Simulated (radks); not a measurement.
Question: Species: Pt32+. Configuration: [Kr] 4d10 (the NIST ground configuration). All-electron calculation, Dirac Kohn-Sham, PBE, spin-unpolarised, spherical densities, finite nucleus; Fermi nuclear charge, rms radius 5.427 fm. Program: a radial shooting solver on a logarithmic mesh with Libxc functionals. Some entries of the table are withheld. Estimate them.

orbital,occ.,eigenvalue (hartree),<r^2> (bohr^2),<r> (bohr)
1s1/2,2,-2920.640,0.0004063,0.01715
2s1/2,2,-549.4624,0.006151,0.07173
2p1/2,2,-528.5204,(1),0.05909
2p3/2,4,-465.0447,(2),0.06753
3s1/2,2,-163.1856,0.03960,0.1858
3p1/2,2,(3),0.03613,0.1760
3p3/2,4,(4),0.04235,0.1911
3d3/2,4,-124.2119,0.03253,0.1667
3d5/2,6,-121.1806,0.03422,0.1712
4s1/2,2,-66.00535,0.1715,0.3902
4p1/2,2,(5),0.1713,0.3886
4p3/2,4,(6),0.1938,0.4138
4d3/2,4,-51.38679,0.1898,0.4071
4d5/2,6,-50.55810,0.1964,0.4143
5s1/2,0,-34.95470,0.5555,0.7058
5p1/2,0,-33.14276,0.5739,0.7161
5p3/2,0,-31.62945,0.6295,0.7502

Answer: 
(1) 2p1/2 <r^2> (bohr^2): 0.004360
(2) 2p3/2 <r^2> (bohr^2): 0.005552
(3) 3p1/2 eigenvalue (hartree): -153.8400
(4) 3p3/2 eigenvalue (hartree): -139.7446
(5) 4p1/2 eigenvalue (hartree): -61.97893
(6) 4p3/2 eigenvalue (hartree): -57.95045
